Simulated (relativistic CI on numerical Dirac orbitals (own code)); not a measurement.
**Radial parameters of Tc XXVI**

Method of calculation: Dirac-Coulomb-Breit CI, separate exchange-only KLI orbitals for each configuration, model QED, unscaled Slater integrals (own radial code, finite nucleus).

Slater integrals F^k, G^k are unscaled and averaged over j, outside the closed core [Ne]; ζ comes from projecting the Hamiltonian with its Breit term on Σ l·s of the shell.

- 3s2 3p5 3d: ζ(3p) = 137520, F^2(3p,3d) = 271910, G^1(3p,3d) = 294340, G^3(3p,3d) = 195540, ζ(3d) = 17067 cm⁻¹; <r>(3p) = 0.3665, <r^2>(3p) = 0.1549, <r>(3d) = 0.3288, <r^2>(3d) = 0.1255 (bohr units).
- 3s 3p6 3d: G^2(3s,3d) = 221280, ζ(3d) = 17221 cm⁻¹; <r>(3s) = 0.3755, <r^2>(3s) = 0.1604, <r>(3d) = 0.3292, <r^2>(3d) = 0.1258 (bohr units).
- 3s2 3p5 4s: ζ(3p) = 140100, G^1(3p,4s) = 34260 cm⁻¹; <r>(3p) = 0.3634, <r^2>(3p) = 0.1524, <r>(4s) = 0.7267, <r^2>(4s) = 0.5931 (bohr units).

Averages of the first 10 configurations, taken without configuration mixing, which lowers the lowest level and can move excited configurations by several eV; other configurations of the list can lie among them:

```tsv
Configuration	Parity	States	Average energy above the lowest level (eV)
3s2 3p6	even	1	0.3
3s2 3p5 3d	odd	60	136.4
3s 3p6 3d	even	20	250.5
3s2 3p5 4s	odd	12	627.9
3s2 3p5 4p	even	36	668.3
3s2 3p5 4d	odd	60	722.9
3s 3p6 4s	even	4	743.0
3p6 3d 4p	odd	60	1033.1
3p6 3d2	even	45	506.4
3p5 3d3	odd	720	640.8
```
